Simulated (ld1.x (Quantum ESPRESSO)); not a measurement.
**Sb: one change to a TM potential, before and after**

ld1.x (Quantum ESPRESSO) 7.5 input, shortened:

```
&input
   title='Sb', zed=51., rel=1, dft='PBESOL', iswitch=3,
   config='[Kr] 4d10 5s2 5p3 5d-2'
 /
 &inputp
   pseudotype=2, tm=.true., lloc=0,
   nlcc=.true., new_core_ps=.true., rcore=0.70
 /
3
5P  2  1   3.00   0.00  2.60  2.60  0.0
5D  3  2  -2.00  -0.05  2.35  2.35  0.0
5S  1  0   2.00   0.00  1.50  1.50  0.0
 &test
   configts(1)='5s2 5p3'
 /
```

Change: core [Ar] 3d10, valence charge 23; reference 4s2 4p6 4d10 5s2 5p1; waves now 4p (bound): rc 1.40 bohr; 4d (bound): rc 1.20 bohr; 4f channel at 0.35 Ry: rc 1.15 bohr; 4s (bound): rc 0.80 bohr; core correction a·sin(br)/r model core inside 0.55 bohr (5p, 5s counted twice).

Cutoffs: the cutoffs (Ry, on a coarse ladder) from which the occupation-weighted sum of valence levels, in a spherical-Bessel basis at the reference potential, stays within 10 and 1 mRy of its value at 400 Ry; they do not see the model core or the augmentation charge, which bear on the density cutoff. Errors are all-electron minus pseudo energies relative to the spin-unpolarised reference configuration.

Question: What does the change do?

Answer: The bound ghost in d disappears; the miss of the reference levels goes from 0.00 to 0.63 eV. In the changed file ld1.x takes every shell without a wave as core, so the model core holds the 5p, 5s electrons as well and exchange and correlation see them twice. This cancels in the reference configuration, but the file is broken for other ones, and its errors say nothing about a proper core correction. Several settings change at once here, so the effects cannot be laid on one of them.

| quantity | base | changed |
| --- | --- | --- |
| cutoff, loose | 50 Ry | 200 Ry |
| cutoff, tight | 110 Ry | over 300 Ry |
| bound ghosts | d | none |
| largest miss of a reference level, eV | 0.00 | 0.63 |
| largest error over its own tests, meV | -482 | -2078 |

 A true bound ghost makes a file unfit for plane-wave use even where its test errors are small: the radial tests pick states by their node count and pass the ghost by.
